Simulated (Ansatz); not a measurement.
Ansatz results at the PBE0-D4/def2-TZVP geometry: HOMO energy (ωB97M-V/def2-TZVPP) -10.53 eV; LUMO energy (B3LYP/def2-TZVPP) -1.99 eV; size of the dipole moment (B3LYP/def2-TZVPP) 2.32 D.

Each molecule was computed in one conformer, which needn't be the lowest.

Question: Which molecule gave them?
A. `CC[O][Sn]([F])([O]CC)[O]CC`
B. `[F][SnH]([SiH3])[Cl]`
C. `O[Si](O)(O)[O][Sn]([Cl])([Cl])[Cl]`
D. `[OH][Sn]([OH])([F])[Cl]`

Answer: A. The others give `O[Si](O)(O)[O][Sn]([Cl])([Cl])[Cl]`: -11.72, -2.96, 2.10; `[OH][Sn]([OH])([F])[Cl]`: -12.08, -2.76, 1.90; `[F][SnH]([SiH3])[Cl]`: -10.48, -1.52, 3.80.

B3LYP here is the variant with VWN-RPA as its local correlation; programs differ in this.
